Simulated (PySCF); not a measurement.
## Diatomics of La with the chalcogens

CCSD(T) with double-zeta basis sets in PySCF, for the lowest determinant that a PBE0 search found; no spin–orbit coupling. De refers to high-spin ground-configuration atoms.

| M | basis | reference, frozen orbitals | state (unpaired electrons) | Re (Å) | ωe (cm⁻¹) | De (eV) |
| --- | --- | --- | --- | --- | --- | --- |
| O | x2c-SVPall | UHF, 19 | doublet (σ ↑) | 1.875 | 801 | n/a |
| S | x2c-SVPall | UHF, 23 | doublet (σ ↑) | 2.392 | 453 | n/a |
| Se | x2c-SVPall | UHF, 27 | doublet (σ ↑) | 2.530 | 307 | n/a |

The shortest bond is that of LaO (1.875 Å), the longest that of LaSe (2.530 Å).

De is n/a where a free atom or ion gave no sound limit at this level.

Down a group bonds as a rule get longer and wavenumbers fall, partly through the reduced mass; this series shows no clear exception.

Correlated steps freeze the inner cores (19 to 27 orbitals); shallow outer-core shells are correlated. Spin–orbit coupling is left out, which matters for elements this heavy, above all for dissociation energies. The state is the lowest single determinant that the PBE0 search found; with open d or f shells the true ground state can be another one.
